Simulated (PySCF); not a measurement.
Molecule: SMILES N#CSc1ccoc1, C$_{5}$H$_{3}$NOS.

Geometry (Å), atoms numbered from 1 in this order:
```xyz
11

N     3.4539    0.8338    0.9726
C     2.7485    0.5368    0.0979
S     1.7729    0.1240   -1.2156
C     0.2197   -0.0525   -0.4008
C    -0.9676   -0.5057   -1.0610
C    -1.9332   -0.4927   -0.1001
O    -1.4314   -0.0729    1.0744
C    -0.1242    0.1979    0.8970
H    -1.0798   -0.8014   -2.1015
H    -2.9890   -0.7507   -0.1113
H     0.4393    0.5483    1.7572
```

Geometry PBE0-D3(BJ)/def2-SVP throughout; GIAO in PySCF 2.14.0 with density-fitted response routines, gas phase, one conformer, non-relativistic; equivalent atoms averaged; basis pcSseg-1.

Task: How do the shifts δ (against NH3, TMS, CS2, H2O at the same level) depend on the functional? (a selection of nuclei; ppm; last column core-seconds on shared hosts with different chips, so compare them loosely)

Result: 
```csv
functional,kind,N1,C6,C8,C2,C4,C5,S3,O7,H9,core-s
HF,Hartree–Fock,360.8,153.2,147.0,119.4,116.4,114.3,-62.0,277.6,6.50,7.7
LDA,LDA,366.1,151.7,145.0,114.0,119.7,117.1,-12.1,329.7,6.37,19
PBE,GGA,348.9,145.8,139.6,108.0,114.1,112.2,-5.2,317.2,6.27,20
OPBE,GGA,331.3,138.9,133.4,103.9,107.6,107.8,-7.8,302.3,6.34,24
B3LYP,global hybrid,353.5,149.8,143.8,111.9,118.1,114.8,-11.3,314.2,6.30,15
PBE0,global hybrid,351.6,149.2,143.0,112.9,116.0,114.3,-23.9,309.8,6.41,24
BHandHLYP,global hybrid,357.9,152.8,146.7,116.3,119.1,116.1,-32.3,303.8,6.41,15
CAM-B3LYP,range-separated hybrid,356.0,153.4,147.2,115.8,120.3,117.1,-23.1,312.2,6.38,19
wB97X-D,range-separated hybrid,348.9,150.8,144.7,114.7,117.4,115.2,-23.2,303.8,6.42,20
```

Task: Which nucleus among those listed moves most, in ppm?

Result: S3 (sulfide sulfur): from -62.0 ppm with HF to -5.2 ppm with PBE. The smallest spread is 0.22 ppm, at H9. Proton shifts span only some 12 ppm, so a few tenths of a ppm matter as much there as several ppm in carbon.
